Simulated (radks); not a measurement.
Results of a calculation; reference values are marked as such.
Removal energies from the praseodymium ion Pr4+, [Xe] 4f1, by Delta-SCF beside the eigenvalue of the level emptied. Level of theory: scalar-relativistic Kohn-Sham, LDA (Slater exchange, Perdew-Wang correlation), spin-polarised, spherical densities, finite nucleus; Fermi nuclear charge, rms radius of each element as measured or else 0.836 A^(1/3) + 0.57 fm (a radial shooting solver on a logarithmic mesh with Libxc functionals). Open shells are filled with parallel spins first.

| removed from | final configuration | Delta-SCF (eV) | -eigenvalue (eV) |
|---|---|---|---|
| 4f | [Xe] | 59.499 | 49.282 |
| 5p | [Kr] 4d10 4f1 5s2 5p5 | 67.812 | 61.340 |
| 5s | [Kr] 4d10 4f1 5s1 5p6 | 88.091 | 80.976 |
| 4d | [Kr] 4d9 4f1 5s2 5p6 | 172.30 | 160.64 |
